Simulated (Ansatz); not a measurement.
Cost and result for the atomization energy of CH$_{6}$AlNO$_{2}$Si (`N[C@H]1O[Si@@H](O)[AlH]1`) (12 atoms, 12 bonds).

```xyz
12

N     0.7040    0.1042    1.4025
C     0.8701    0.5974    0.0634
O     0.5834   -0.4507   -0.9268
Si   -1.0789   -0.8825   -0.8859
O    -1.4494   -1.7501    0.4535
Al   -0.6078    1.4315   -0.9669
H     1.5434   -0.3212    1.7789
H     0.3898    0.8252    2.0351
H     1.8913    0.9118   -0.1696
H    -1.3462   -1.7736   -2.0416
H    -0.9851   -1.3659    1.2122
H    -0.5147    2.6740   -1.9547
```

Charge 0, multiplicity 1. The structure was optimised at the PBE0-D4/def2-TZVP level. It is one conformer, not always the lowest. Program: Ansatz. All runs use 4 threads of an AMD EPYC 9R45 on a shared host. Times are those of one run each, without the atoms' runs, and a repeat can differ threefold. Electronic energies, without spin–orbit coupling; frozen cores. CCSD(T)/CBS adds CCSD(T) − MP2 in def2-TZVPP to the MP2 limit, and its time is that of the two runs behind it. T1 = 0.016. B3LYP takes the VWN-RPA correlation (the form of Gaussian; ORCA's B3LYP/G).

CCSD(T)/CBS is a level of theory with its own doubt, some kJ/mol a heavy atom from the limit and from the frozen cores, so smaller differences don't rank the functionals.

```
                             level  functions  wall time  atomization (kcal/mol)  difference from CCSD(T)/CBS  per bond
   PBE-D4/def2-TZVPP (with forces)        292      1.6 s                  1040.4                         21.4       1.8
                PBE0-D4/def2-TZVPP        292      2.2 s                  1012.5                         -6.5      -0.5
r2SCAN-D4/def2-TZVPP (with forces)        292      2.6 s                  1019.4                          0.4       0.0
 B3LYP-D4/def2-TZVPP (with forces)        292      3.1 s                  1013.2                         -5.8      -0.5
                 B2PLYP/def2-TZVPP        292      3.4 s                  1001.9                        -17.1      -1.4
                ωB97X-V/def2-TZVPP        292      4.7 s                  1022.4                          3.4       0.3
  ωB97M-V/def2-TZVPP (with forces)        292      6.5 s                  1021.1                          2.1       0.2
                    MP2/def2-QZVPP        548       14 s                  1029.0                         10.0       0.8
                CCSD(T)/def2-TZVPP        292      110 s                   984.5                        -34.5      -2.9
                 CCSD(T)/CBS(def2)          –    2.1 min                  1019.0                          0.0       0.0
```

From PBE to PBE0 (25 % exact exchange), in def2-TZVPP and without D4, the atomization energy moves by −26.8 kcal/mol: exact exchange takes away binding that semilocal exchange gives to molecules. The D4 term adds +11.5 kcal/mol with B3LYP and +6.0 kcal/mol with PBE0; it sums over pairs of atoms, weighted by their polarisabilities, and B3LYP, whose exchange is more repulsive, gets the larger term. In def2-TZVPP, CCSD(T) changes the Hartree–Fock value by +302.0 kcal/mol (the triples alone add +20.1 kcal/mol) and MP2 by +325.8 kcal/mol; breaking electron pairs costs correlation energy, which Hartree–Fock lacks.
